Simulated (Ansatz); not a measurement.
```yaml
crystal:
  periodic: [false, false, false]
  atoms:
    - {symbol: N, position_ang: [0.658154, -0.217794, 0.337785]}
    - {symbol: Ti, position_ang: [-0.658154, 0.217794, -0.337785]}
basis:
  gaussian: {orbitals: pcseg-2}
magnetization: {spin_polarized: true, initial_magnetization: 1}
hamiltonian: {xc: {name: TPSS}}
accuracy: high
scf: {lower_state_search: light}
output: {forces: true}
```

```sh
$ ansatz run in.yaml --threads 2 --pin off --events-out ev --progress --plain --max-ram 22528MiB --backend cpu
```

Shortened log:

```
Error: YAML parse error: error: line 9 column 19: hamiltonian.xc: no functional is named "TPSS"; the names, which are not case-sensitive, are SVWN5, SPW92, PBE, PBE0, PBEsol, revPBE, revPBE0, RPBE, rPW86-PBE, HSE06, wPBEh, LC-wPBE, HISS, HF, BLYP, B3LYP, B3LYP5, BHLYP, CAM-B3LYP, r2SCAN, r2SCANh, r2SCAN0, r2SCAN50, m-r2SCAN, B97, wB97, wB97X, wB97X-V, B97M-V, wB97M-V, B2PLYP, B2GP-PLYP, PBE0-DH, PBE-QIDH
 7 |   gaussian: {orbitals: pcseg-2}
 8 | magnetization: {spin_polarized: true, initial_magnetization: 1}
 9 | hamiltonian: {xc: {name: TPSS}}
10 | accuracy: high
11 | scf: {lower_state_search: light}
```

Problem. Something in this input is off. What?

Solution. The method's name isn't one that the program takes here. The program refused the input.

HSE06 is defined as in plane-wave codes.
